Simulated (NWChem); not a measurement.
CH7AlOSi; SMILES [CH3][AlH][O][SiH3]

```xyz
11

Al    -0.5321     1.1517     0.2745
H     -2.0123     1.4207     0.7787
C      0.7426     2.5719    -0.1055
H      0.9124     3.1949     0.7895
H      0.3519     3.2505    -0.8832
H      1.7185     2.1923    -0.4451
O     -0.0825    -0.4806     0.0704
Si     0.1887    -2.0966    -0.0738
H     -1.0304    -2.8801     0.2974
H      1.3093    -2.5157     0.8234
H      0.5557    -2.4364    -1.4832
```
Atoms are numbered in this order, from 1.

Program: NWChem. Pople sets run with spherical d functions. All runs use the structure optimised with PBE0/def2-SVP. Vzz is the largest principal value of the second derivative of the potential at the nucleus (NWChem prints the opposite sign); η is the asymmetry. Non-relativistic.

For level Hartree-Fock/6-31G*:

| Property | Value |
|---|---|
| Vzz Al1 (a.u.) | 1.033 |
| Vzz O7 (a.u.) | 0.816 |

Q: How do the values read with level CAM-B3LYP/6-31G* instead?

A: The vzz Al1 (a.u.) is 0.991 and the vzz O7 (a.u.) is 0.783.
